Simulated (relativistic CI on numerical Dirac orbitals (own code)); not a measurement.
## Hyperfine structure of Nb³⁰⁺, mass number 93

Computed by Dirac-Coulomb-Breit CI, separate exchange-only KLI orbitals for each configuration, a model potential for QED, unscaled Slater integrals (own radial code, finite nucleus).

Configuration list (outside the closed core [Ne]): 3s, 3p, 3d, 4s, 4p, 4d, 4f, 5s, 5p, 5d, 5f, 5g, 6s, 6p, 6d. Levels of other configurations are missing.

Nuclear spin I = 9/2, μ = 6.163 μN, Q = -0.32 b (tables of Stone and Pyykkö). The electronic factors are computed for point nuclear moments, without core polarisation or the Bohr-Weisskopf and QED corrections.

```json
{"Level": "3s 2S_1/2", "E (eV)": "0.000", "A (GHz)": "738.4", "B (GHz)": ""}
{"Level": "3p 2P°_1/2", "E (eV)": "67.970", "A (GHz)": "226.5", "B (GHz)": ""}
{"Level": "3p 2P°_3/2", "E (eV)": "91.864", "A (GHz)": "38.97", "B (GHz)": "-17.3"}
{"Level": "3d 2D_3/2", "E (eV)": "181.199", "A (GHz)": "19.34", "B (GHz)": "-2.86"}
{"Level": "3d 2D_5/2", "E (eV)": "186.040", "A (GHz)": "8.12", "B (GHz)": "-3.91"}
{"Level": "4s 2S_1/2", "E (eV)": "773.788", "A (GHz)": "298.6", "B (GHz)": ""}
{"Level": "4p 2P°_1/2", "E (eV)": "801.652", "A (GHz)": "92.84", "B (GHz)": ""}
{"Level": "4p 2P°_3/2", "E (eV)": "811.263", "A (GHz)": "16.04", "B (GHz)": "-7.12"}
```

Levels with J = 0, under 50 % of one LS term, or S terms without an open s electron are left out. Small factors come from cancelling terms and can be off by tens of per cent or more.

At this charge energies of transitions that change n are usually good to better than 1 %, and those within a shell (Δn = 0) to a few per cent.

Give the hyperfine levels of 3s 2S_1/2 relative to its centre of gravity.

With K = F(F + 1) − I(I + 1) − J(J + 1), E = AK/2: F = 4: -2030, F = 5: 1661 GHz.
